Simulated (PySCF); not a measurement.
3-ethylfuran, C$_{6}$H$_{8}$O

Cartesian coordinates in Å; atom numbers follow the order of the lines, from 1:
```xyz
15

C    -2.0107    0.6365    0.4681
C    -1.2032   -0.2679   -0.4575
C     0.2644   -0.2514   -0.1699
C     1.1646    0.8622   -0.2937
C     2.3888    0.4093    0.0940
O     2.3186   -0.8877    0.4497
C     1.0358   -1.2789    0.2923
H    -1.6851    1.6853    0.3869
H    -3.0837    0.5994    0.2252
H    -1.8869    0.3343    1.5193
H    -1.5721   -1.3034   -0.3819
H    -1.3697    0.0374   -1.5052
H     0.9253    1.8679   -0.6346
H     3.3685    0.8753    0.1643
H     0.8129   -2.3138    0.5407
```

Method used: quadratic response CAM-B3LYP/aug-cc-pVDZ first hyperpolarisability, Taylor convention, gas phase (PySCF 2.14.0). Geometry: PBE0-D3(BJ)/def2-SVP.

(1) Give the tensor of the static β(0;0,0) in the axes of these coordinates.

Answers

(1) In au, Taylor convention; rows are the first index (the induced dipole):
|  | xx | yy | zz | xy | xz | yz |
| --- | --- | --- | --- | --- | --- | --- |
| x | +39.5 | +18.6 | +13.7 | -55.7 | +16.8 | -9.3 |
| y | -55.7 | +21.1 | -19.5 | +18.6 | -9.3 | -12.1 |
| z | +16.8 | -12.1 | +8.1 | -9.3 | +13.7 | -19.5 |

Norm of βᵢ = ⅓ Σⱼ (βᵢⱼⱼ + βⱼᵢⱼ + βⱼⱼᵢ): 90.8 au, hyper-Rayleigh value 46.3 au.
